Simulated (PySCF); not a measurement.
Si(F)(OH)2(OSiH3), SMILES O[Si](O)(F)O[SiH3] (H5FO3Si2), PBE0/def2-SVP optimised geometry.

```
11

O     -0.03    -2.71    -1.35
Si     0.56    -2.00     0.00
O      0.07    -2.84     1.32
F      2.18    -2.00     0.00
O      0.08    -0.44     0.00
Si    -0.74     0.69    -0.91
H      0.03    -3.67    -1.41
H      0.49    -2.64     2.16
H     -0.15     0.78    -2.28
H     -2.18     0.31    -1.02
H     -0.61     2.00    -0.21
```

Density from PBE0/def2-TZVP run with PySCF 2.14.0 at that geometry.

Minimum of the electron density along straight lines between bonded atoms, close to the bond critical point (lines longer than 1.1 times the sum of covalent radii, or with two minima, are not listed):

| bond | length / Å | ρ at the minimum / e bohr⁻³ | ∇²ρ there / e bohr⁻⁵ | position (fraction from the first atom) |
|---|---|---|---|---|
| O1–Si2 | 1.634 | 0.145 | 0.85 | 0.59 |
| Si2–O3 | 1.639 | 0.144 | 0.83 | 0.41 |
| Si2–F4 | 1.614 | 0.135 | 0.92 | 0.42 |
| Si2–O5 | 1.626 | 0.143 | 0.88 | 0.41 |
| O5–Si6 | 1.666 | 0.126 | 0.77 | 0.59 |
| O1–H7 | 0.961 | 0.354 | -2.44 | 0.81 |
| O3–H8 | 0.961 | 0.354 | -2.43 | 0.81 |
| Si6–H9 | 1.492 | 0.122 | 0.14 | 0.49 |
| Si6–H10 | 1.492 | 0.122 | 0.14 | 0.49 |
| Si6–H11 | 1.489 | 0.123 | 0.14 | 0.49 |
